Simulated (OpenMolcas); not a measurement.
# Pd4+: moving or changing the point charges

Pd4+ among 4 point charges of -2.5 e arranged as a square (D4h), 1.96 Å from the ion.
```
   1.9600    0.0000    0.0000  -2.50
   0.0000    1.9600    0.0000  -2.50
  -1.9600    0.0000    0.0000  -2.50
   0.0000   -1.9600    0.0000  -2.50
```

```yaml
Program: OpenMolcas
Method: CASSCF
Basis: ANO-RCC-VDZP [6s5p3d1f]
Scalar_Hamiltonian: DKH2, point nucleus
Active_space: 6 electrons in 5 orbitals (4d)
State_averaging: 2S+1 = 5 even, 5 roots; 2S+1 = 3 even, 45 roots; 2S+1 = 1 even, 50 roots
Spin-orbit_coupling: RASSI with atomic mean-field integrals over the reference wave functions
```

Runs around this geometry, states (labels of D4, the rotations of D4h). Energies in cm-1 above the lowest state or level, χT in cm3 K/mol.

| R (Å) | q (e) | Ground state | First state of that spin | First gap with spin-orbit (degeneracies) | χT at 300 K | First state of another spin |
| --- | --- | --- | --- | --- | --- | --- |
| 1.96 | -1.25 | 5A1 | 5E 1553 | 130.3 (1, 2) | 4.816 | 3B2 20172 |
| 1.8 | -2.5 | 5A1 | 5E 6871 | 152.6 (1, 2) | 3.623 | 3E 9886 |
| 1.96 | -2.5 | 5A1 | 5E 4933 | 143.9 (1, 2) | 3.943 | 3B2 15061 |
| 2.15 | -2.5 | 5A1 | 5E 3590 | 143.0 (1, 2) | 4.237 | 3B2 18607 |

Taking the first state of the same spin as R^-n, n = -ln(3590 / 6871) / ln(2.15 / 1.8) = 3.7 between the shortest and longest distance.

Scaling the charges by -1.25 / -2.5 = 0.50 scales the first state of the same spin by 1553 / 4933 = 0.31; with fixed orbitals a first-order splitting would follow the charge.

Without dynamic correlation the repulsion within the d shell is too large (B by tens of per cent), so at a given field states of lower spin stand too high. Point charges give a weaker field than real ligands, and real ions of this kind are as a rule low spin; the high spin found here belongs to the model. This shell can be high or low spin here, a state of another spin lies low, and with metal d orbitals alone active their balance is uncertain, so the ground spin may be wrong (holds for R = 1.8, q = -2.5). This is an electrostatic model: the charges have no orbitals. No measured value stands beside these numbers.
